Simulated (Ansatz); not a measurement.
Program: Ansatz. Geometries: PBE0-D4/def2-TZVP. ΔE: electronic, gas phase. CCSD(T)/CBS is the MP2 limit (def2-TZVPP, def2-QZVPP) plus CCSD(T) − MP2 in def2-TZVPP, frozen cores. This one scheme is used for every species. DFT in def2-TZVPP. HSE06 is defined as in plane-wave codes. For As outer-core shells are correlated without core-valence functions, which leaves a few kJ/mol of doubt a bond. Scalar relativity is left out up to krypton.

Consider the adduct formation: BH₃ + `[AsH3]` → `[BH3-][AsH3+]`.

```csv
level,ΔE (kcal/mol),difference from CCSD(T)/CBS
BLYP-D4,-17.1,0.9
B97M-V,-21.1,-3.1
r2SCANh-D4,-22.3,-4.3
HSE06-D4,-23.9,-5.9
revPBE,-18.8,-0.8
HSE06,-22.7,-4.7
CAM-B3LYP,-16.9,1.1
LC-ωPBE,-22.4,-4.4
CCSD/def2-TZVPP,-17.1,0.9
CCSD/CBS(def2),-16.2,1.8
CCSD(T)/CBS,-18.0,0
```

(1) What do rigid-rotor, harmonic-oscillator terms from PBE0-D4/def2-TZVP frequencies (298.15 K, 1 bar) make of the CCSD(T)/CBS value? (Best estimate.)

Largest T1 diagnostic among the species: 0.011.

## Answers

(1) The calculation gave: ΔZPE = +3.6 kcal/mol, ΔH = -15.6 kcal/mol, ΔS = -136 J/(mol·K), ΔG = -5.9 kcal/mol.

In def2-TZVPP, CCSD(T) changes the Hartree–Fock value by −13.5 kcal/mol (the triples alone add −1.8 kcal/mol) and MP2 by −15.7 kcal/mol. At CCSD(T), def2-SVP lies +1.5 kcal/mol from the extrapolated value and def2-TZVPP −0.9 kcal/mol.
